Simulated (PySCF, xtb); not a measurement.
Ga(Cl) cation (ClGa), SMILES [Ga][Cl] (connectivity only; charge and spin as stated), charge +1, multiplicity 2.

Harmonic wavenumbers (cm⁻¹) from GFN2-xTB run with xtb 6.7.1 at its own minimum, in rising order: 282.

Task: What does PySCF with PBE-D3(BJ)/def2-TZVP give at its own minimum? (The exact figures need the calculation; the answer reports its results.)

Result: 396. Paired by order, the mean absolute difference is 114 cm⁻¹ and the zero-point energies are 0.4 and 0.6 kcal/mol.
